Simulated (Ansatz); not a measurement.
A nudged elastic band was laid between two geometries of CH9NOSi3 (15 atoms, charge 0, multiplicity 1).

All numbers below come from Ansatz 0.2.0, RKS B3LYP/cc-pVDZ.

| Item | Value |
| --- | --- |
| movable images | 3 |
| climbing image | yes |
| spring | 5.0 eV/Å² |
| optimiser | quadratic models (default) |
| start path | IDPP |
| force threshold | 0.05 eV/Å |
| iteration limit | 58 |
| end points | relaxed |

Initial state:

```xyz
15
Properties=species:S:1:pos:R:3
O -1.809 -1.629 1.003
C -1.083 -0.629 0.579
Si 1.184 -2.485 0.337
N 0.164 -0.726 0.238
Si 1.169 0.682 -0.306
Si -0.141 2.613 -0.727
H -1.187 -2.422 1.073
H -1.644 0.315 0.540
H 0.357 -3.035 -0.840
H 0.170 -3.042 1.394
H 2.177 0.951 0.760
H 1.856 0.244 -1.555
H 0.783 3.708 -1.157
H -0.875 3.050 0.503
H -1.140 2.354 -1.812
```

Final state:

```xyz
15
Properties=species:S:1:pos:R:3
O -1.858 -1.864 0.027
C -1.142 -0.772 0.053
Si 1.256 -2.451 0.325
N 0.149 -0.749 0.161
Si 1.124 0.777 0.239
Si -0.162 2.695 -0.297
H -1.216 -2.629 0.183
H -1.755 0.137 -0.027
H 0.936 -2.806 -1.138
H 0.010 -3.238 0.858
H 1.682 0.884 1.619
H 2.233 0.612 -0.744
H -0.725 2.592 -1.680
H 0.740 3.887 -0.217
H -1.293 2.876 0.668
```

Task: What changes between the two ends?

Result: No bond is made or broken. The dihedral N4–Si5–Si6–H15 goes from -61 to 61°. The two ends are copies of one structure, up to a mirror image or an exchange of like atoms.

Task: What energy profile does the band end with?

Result: It converged. The highest image is number 2 of 0 to 4, 4.2 kJ/mol above the ends, which have the same energy within 2 meV. Another band between the same ends (7 images) ends at a top of the same energy, where a vibrational analysis finds 1 clearly imaginary mode. So few images can step over the top or miss a turn of the path.

```json
{"image": "0", "path coordinate (Å)": "0.00", "energy (kJ/mol)": "0.0", "dihedral N4–Si5–Si6–H15 (°)": "-61"}
{"image": "1", "path coordinate (Å)": "1.18", "energy (kJ/mol)": "2.0", "dihedral N4–Si5–Si6–H15 (°)": "-31"}
{"image": "2", "path coordinate (Å)": "2.37", "energy (kJ/mol)": "4.2", "dihedral N4–Si5–Si6–H15 (°)": "0"}
{"image": "3", "path coordinate (Å)": "3.55", "energy (kJ/mol)": "2.0", "dihedral N4–Si5–Si6–H15 (°)": "32"}
{"image": "4", "path coordinate (Å)": "4.73", "energy (kJ/mol)": "0.0", "dihedral N4–Si5–Si6–H15 (°)": "61"}
```

Task: What is the geometry of the highest image?

Result: 
```xyz
15
Properties=species:S:1:pos:R:3:forces:R:3
O -1.847 -1.905 0.227 -0.02 0.02 -0.01
C -1.155 -0.798 0.154 -0.02 -0.03 0.01
Si 1.293 -2.421 0.349 -0.01 0.00 0.00
N 0.139 -0.749 0.178 0.03 0.00 0.00
Si 1.110 0.781 0.134 0.02 0.01 0.00
Si -0.175 2.717 -0.398 0.02 0.00 0.01
H -1.182 -2.650 0.375 0.01 0.00 0.00
H -1.788 0.095 0.066 0.01 0.00 0.00
H 0.894 -2.848 -1.075 0.00 0.00 0.00
H 0.102 -3.209 0.992 0.00 0.00 0.00
H 1.750 0.934 1.473 0.00 0.00 0.00
H 2.160 0.566 -0.902 0.00 0.00 0.00
H 0.372 3.335 -1.645 -0.01 0.01 -0.01
H -0.075 3.701 0.723 -0.01 0.01 0.00
H -1.621 2.401 -0.622 -0.02 -0.01 0.00
```

The run took 2.2 min on 2 threads of Arm Neoverse V1, on a shared host, peak memory 0.44 GiB.
